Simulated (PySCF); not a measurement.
Delta-SCF ions had no search for a lower state. 

Cartesian coordinates (Å):
SMILES: [AlH3]
```xyz
4

Al     0.0000     0.0000     0.0000
H      1.5754    -0.0461    -0.0004
H     -0.8275    -1.3413     0.0008
H     -0.7478     1.3874    -0.0004
```
Charge 0, spin multiplicity 1.

Q: What is the computed LUMO, HOMO and vertical ionisation energy (Delta-SCF) (CAM-B3LYP-D3(BJ)/def2-TZVP (PySCF 2.14.0))?

A: 
| Property | Result |
|---|---|
| LUMO | -0.84 eV |
| HOMO | -10.02 eV |
| vertical ionisation energy (Delta-SCF) | 11.35 eV |
